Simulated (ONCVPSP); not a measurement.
## vanadium: one change to an ONCV potential, before and after

vanadium (V), optimised norm-conserving Vanderbilt (ONCV), made with ONCVPSP 4.0.1 (PBEsol, fully relativistic). Core [Ne], reference 3s2 3p6 3d3 4s2. Waves: 3s+4s: rc 1.70 bohr, ncon 3, nbas 8, qcut 8.1 1/bohr, 2 projectors; 3p: rc 1.55 bohr, ncon 4, nbas 7, qcut 10.8 1/bohr, 2 projectors, debl 1.6 Ha; 3d: rc 1.55 bohr, ncon 4, nbas 8, qcut 8.9 1/bohr, local. Local part: the d channel. Core correction: Teter function, parameters optimised by the program.

Open shells are filled in proportion to 2j + 1.

In the p channel the program set the typed energies aside and used -1.605, 0.250 Ha (j = l + 1/2; the other j can differ).

All-electron outer shells of the reference configuration (PBEsol, scalar-relativistic, ld1.x):

| shell | level (eV) | outermost node (bohr) | outermost maximum (bohr) |
| --- | --- | --- | --- |
| 2p | -502.79 | – | 0.21 |
| 3s | -70.03 | 0.38 | 0.82 |
| 3p | -43.95 | 0.35 | 0.84 |
| 3d | -5.18 | – | 0.90 |
| 4s | -4.72 | 1.17 | 2.76 |

Change: d: rc 1.34.

Cutoffs: the cutoffs (Ha) at which the residual kinetic energy of the hardest occupied pseudo-wave falls to 1 and 0.1 mHa per electron; they do not see the model core or the augmentation charge, which bear on the density cutoff. Errors are all-electron minus pseudo energies relative to the spin-unpolarised reference configuration.

Task: What does the change do?

Result: The potential gets harder (33 Ha and 38 Ha → 39 Ha and 119 Ha); the bound ghost in s disappears; of the 4 tests that both files solve, the error grows in 4 and shrinks in 0 by more than 15 % and 0.3 meV (median size 91.4 → 112.7 meV); the range in which the p3/2 phases agree widens (upper end 2.2 → at the end of the scan); the range in which the p1/2 phases agree widens (upper end 2.2 → at the end of the scan). A smaller radius makes the pseudo-wave follow the all-electron one further in, where it bends more sharply, so more plane waves are needed. That the errors move this way runs against the usual rule that smaller radii transfer better.

| quantity | base | changed |
| --- | --- | --- |
| cutoff, loose | 33 Ha | 39 Ha |
| cutoff, tight | 38 Ha | 119 Ha |
| loose cutoff by channel | s 17 Ha, p 25 Ha, d 33 Ha | s 17 Ha, p 25 Ha, d 39 Ha |
| bound ghosts | s | none |
| GHOST(+) flags under 300 eV | none | none |
| error for 3s2 3p6 3d3 4s1, meV [ΔE 7.75 eV] | -9.5 | -12 |
| error for 3s2 3p6 3d3 4s0, meV [ΔE 21.95 eV] | -151 | -186 |
| error for 3s2 3p6 3d2 4s0, meV [ΔE 50.80 eV] | -433 | -503 |
| error for 3s2 3p6 3d2 4s2 4p1, meV [ΔE 5.80 eV] | -32 | -39 |
| s: phases at 1.73 bohr within 0.05 rad from the reference energy up to (Ha; the scan ends near 5) | to the end of the scan | to the end of the scan |
| p3/2: phases at 1.58 bohr within 0.05 rad from the reference energy up to (Ha; the scan ends near 5) | 2.2 | to the end of the scan |
| p1/2: phases at 1.58 bohr within 0.05 rad from the reference energy up to (Ha; the scan ends near 5) | 2.2 | to the end of the scan |
| rms error of d²Exc/dni dnj with the model core, mHa | 0.70 | 0.65 |

 A true bound ghost makes a file unfit for plane-wave use even where its test errors are small: the radial tests pick states by their node count and pass the ghost by.
